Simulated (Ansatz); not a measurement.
Cost and result up the ladder for CdMeF (CH3CdF) (6 atoms). Total charge 0; singlet. Geometry: PBE0-D4/def2-TZVP.

```tsv
atom	x (Å)	y (Å)	z (Å)
Cd1	-0.477	-0.618	-0.970
C2	0.319	0.415	0.650
H3	-0.169	1.384	0.743
H4	1.388	0.563	0.500
H5	0.160	-0.158	1.563
F6	-1.222	-1.586	-2.486
```

Ansatz on 4 threads of Arm Neoverse V1 on a shared host. Times are rough, and most runs start from the orbitals of an earlier one. ωB97M-V/def2-TZVP serves as the yardstick here, not as an exact answer. Differences are given only for rows in sets of like size (and for xTB, whose basis is part of the method), since another set adds its own error. Binding counts from free atoms at the same level (Cd singlet, C triplet, H doublet, F doublet; other spins of the atoms weren't run), without zero-point energy or a counterpoise term.

In the def2 sets Cd takes a core potential; there is no spin–orbit coupling. LC-ωPBE has ω = 0.4 bohr⁻¹. B3LYP takes the VWN-RPA correlation. Correlated methods freeze 2 core orbitals; core or outer-core shells of Cd are correlated, in sets that lack core-valence functions.

Correlated methods converge slowly with the basis.

```
                            level  functions  wall time  binding energy per atom (eV)  difference from ωB97M-V/def2-TZVP (eV)
                  PBE-D4/def2-SVP         74     0.55 s                          3.17                                       –
                 PBE0-D4/def2-SVP         74      0.6 s                          3.10                                       –
                    MP2/def2-TZVP        120     0.65 s                          3.08                                   -0.04
                 PBE-D4/def2-TZVP        120     0.75 s                          3.16                                    0.04
               B3LYP-D4/def2-TZVP        120     0.95 s                          3.08                                   -0.04
                LC-ωPBE/def2-TZVP        120        1 s                          3.16                                    0.04
           CAM-B3LYP-D4/def2-TZVP        120        1 s                          3.12                                    0.00
                PBE0-D4/def2-TZVP        120      1.2 s                          3.10                                   -0.03
             r2SCANh-D4/def2-TZVP        120      1.8 s                          3.10                                   -0.02
r2SCAN-D4/def2-TZVP (with forces)        120      2.1 s                          3.13                                    0.01
                ωB97M-V/def2-TZVP        120      3.5 s                          3.12                                    0.00
                 B97M-V/def2-TZVP        120      3.5 s                          3.08                                   -0.04
               CCSD(T)/def2-TZVPP        160       47 s                          3.03                                   -0.09
```
